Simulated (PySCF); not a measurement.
# Molecular orbitals of SiPb⁻

MN15 at R = 2.492 Å; PySCF, scalar-relativistic core potentials, basis sets Si def2-SVPD, Pb def2-SVPD with ECP60. State: ²Π (doublet), unpaired electrons π ↑. Only the outer orbitals are listed, counted within each symmetry, core potentials removing the inner ones.

```json
{"spin": "α", "orbital": "7σ", "occ.": "1", "ε (eV)": "-9.97", "on Si (%)": "30", "main shells (%)": "69 Pb s, 25 Si s"}
{"spin": "α", "orbital": "8σ", "occ.": "1", "ε (eV)": "-5.90", "on Si (%)": "71", "main shells (%)": "68 Si s, 22 Pb s"}
{"spin": "α", "orbital": "4π", "occ.": "1", "ε (eV)": "-1.06", "on Si (%)": "42", "main shells (%)": "55 Pb p, 42 Si p"}
{"spin": "α", "orbital": "9σ", "occ.": "1", "ε (eV)": "-0.81", "on Si (%)": "50", "main shells (%)": "46 Pb p, 41 Si p, 8 Si s"}
{"spin": "α", "orbital": "4π", "occ.": "1", "ε (eV)": "-0.55", "on Si (%)": "47", "main shells (%)": "50 Pb p, 48 Si p"}
{"spin": "α", "orbital": "5π", "occ.": "0", "ε (eV)": "3.20", "on Si (%)": "48", "main shells (%)": "41 Si p, 38 Pb p, 14 Pb d"}
{"spin": "α", "orbital": "5π", "occ.": "0", "ε (eV)": "3.61", "on Si (%)": "42", "main shells (%)": "42 Pb p, 33 Si p, 16 Pb d"}
{"spin": "β", "orbital": "7σ", "occ.": "1", "ε (eV)": "-9.49", "on Si (%)": "26", "main shells (%)": "74 Pb s, 22 Si s"}
{"spin": "β", "orbital": "8σ", "occ.": "1", "ε (eV)": "-5.51", "on Si (%)": "74", "main shells (%)": "72 Si s, 18 Pb s"}
{"spin": "β", "orbital": "9σ", "occ.": "1", "ε (eV)": "-0.57", "on Si (%)": "47", "main shells (%)": "49 Pb p, 37 Si p, 9 Si s"}
{"spin": "β", "orbital": "4π", "occ.": "1", "ε (eV)": "-0.34", "on Si (%)": "36", "main shells (%)": "62 Pb p, 37 Si p"}
{"spin": "β", "orbital": "4π", "occ.": "0", "ε (eV)": "2.03", "on Si (%)": "35", "main shells (%)": "64 Pb p, 37 Si p"}
{"spin": "β", "orbital": "5π", "occ.": "0", "ε (eV)": "3.70", "on Si (%)": "48", "main shells (%)": "39 Si p, 32 Pb p, 20 Pb d"}
{"spin": "β", "orbital": "5π", "occ.": "0", "ε (eV)": "4.01", "on Si (%)": "48", "main shells (%)": "38 Si p, 29 Pb p, 23 Pb d"}
```

Question: Which are the highest filled and the lowest empty level, where do they sit, and how wide is the gap?

Answer: Highest filled β 4π at -0.34 eV (in %: 62 Pb p, 37 Si p); lowest empty β 4π at 2.03 eV (in %: 64 Pb p, 37 Si p); the gap at MN15 is 2.37 eV. Both belong to one degenerate shell, split only by its one-sided filling, so this is no excitation gap. An empty level above zero is unbound, and its energy depends on the basis.

```json
{
  "bond order (Mayer)": "2.35",
  "⟨S²⟩": "0.763",
  "charge on Si (Mulliken, basis-dependent)": "-0.22",
  "charge on Si (Löwdin, basis-dependent)": "-0.37",
  "dipole moment (positive dipole points towards Pb; it is taken about the centre of mass and depends on that origin)": "4.45 D"
}
```

Spin–orbit coupling is left out, which matters for elements this heavy, above all for dissociation energies. The state was picked by a PBE0 search and need not be the measured ground state.
